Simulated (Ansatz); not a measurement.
Reactions of `CC(=N)[SiH3]`.

Isolated molecules relaxed with PBE0-D4/def2-TZVP in Ansatz; ΔE leaves out vibrations. CBS: MP2 limit from def2 TZ/QZ plus the TZ coupled-cluster correction, frozen cores. DFT in def2-TZVPP. B3LYP here is the variant with VWN-RPA as its local correlation; programs differ in this. For Ga outer-core shells are correlated without core-valence functions, which leaves a few kJ/mol of doubt a bond. Scalar relativity is left out up to krypton. One conformer a species, not always the lowest.

```json
{"reaction": "`CC(=N)[SiH3]` + `NC(O)(O)F` → `OC(O)(F)N[SiH3]` + `CC=N`", "CCSD(T)/CBS(def2) (kcal/mol)": "-12.8"}
{"reaction": "`CC(=N)[SiH3]` + `OCN[SiH3]` → `OC([SiH3])N[SiH3]` + `CC=N`", "CCSD(T)/CBS(def2) (kcal/mol)": "2.7"}
{"reaction": "`CC(=N)[SiH3]` → `C=C(N)[SiH3]`", "CCSD(T)/CBS(def2) (kcal/mol)": "0.7"}
{"reaction": "`CC(=N)[SiH3]` → `C=N[SiH2]C`", "CCSD(T)/CBS(def2) (kcal/mol)": "?"}
{"reaction": "`CC(=N)[SiH3]` + `[NH2][Ga]([F])[F]` → `C[NH][Ga]([F])[F]` + `N=C[SiH3]`", "CCSD(T)/CBS(def2) (kcal/mol)": "15.9"}
```

Q: Fill in the missing values. (Estimate.)

A: The calculation gave: `CC(=N)[SiH3]` → `C=N[SiH2]C`: -16.6 kcal/mol.

Largest T1 diagnostic: 0.014, for `[NH2][Ga]([F])[F]`.
